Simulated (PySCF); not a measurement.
**Correlation energy of Ge⁺ (germanium, charge +1)**

[Ar] 3d10 4s1 4p2, high-spin 4P determinant (an excited configuration). All numbers are calculated (PySCF 2.14, the spin-free X2C one-electron Hamiltonian (Gaussian nucleus), in x2c-TZVPPall (6s5p4d1f, 48 functions)). Frozen: [Ne]; 21 electrons correlated.

```json
{"level": "CCSD", "correlation energy (mhartree)": "-255.19"}
{"level": "(T)", "correlation energy (mhartree)": "-5.27"}
{"level": "CCSD(T)", "correlation energy (mhartree)": "-260.46"}
```

Diagnostics: T1 = 0.0066, D1 = 0.0144, largest double amplitude 0.048.

Cost of the coupled-cluster step: roughly 9 core-seconds, for 21 correlated electrons.

This basis was not built for core-valence correlation, so the inner-shell part is incomplete.
